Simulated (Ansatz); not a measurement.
Total energies of MoO2(OH)2 (MoO4H2) from Ansatz at PBE-D4/def2-TZVP, gas phase (1 Eh = 27.2114 eV = 2625.5 kJ/mol). The reference geometry is relaxed at PBE0-D4/def2-SVP.

| state | geometry | energy (Eh) |
| --- | --- | --- |
| charge 0 singlet | reference | -370.37663 |
| charge 1 doublet | reference | -369.97326 |
| free Mo atom (septet) | – | -68.12409 |
| free O atom (triplet) | – | -75.00967 |
| free H atom (doublet) | – | -0.49962 |

In the def2 sets Mo takes a core potential; there is no spin–orbit coupling.

(1) Work out the vertical ionisation energy to the doublet.

(2) What is the binding energy per atom against free atoms?

(1) E(charge 1 doublet) − E(charge 0 singlet) = -369.97326 − (-370.37663) = 0.40337 Eh = 10.98 eV. For comparison, −ε of the highest occupied level is 7.50 eV at this level, 3.48 eV less.

(2) Atoms: 1 × (-68.12409) + 4 × (-75.00967) + 2 × (-0.49962) = -369.16201 Eh. Binding: -369.16201 − (-370.37663) = 1.21462 Eh = 33.05 eV, or 4.72 eV for each of 7 atoms (no zero-point energy, no counterpoise term).
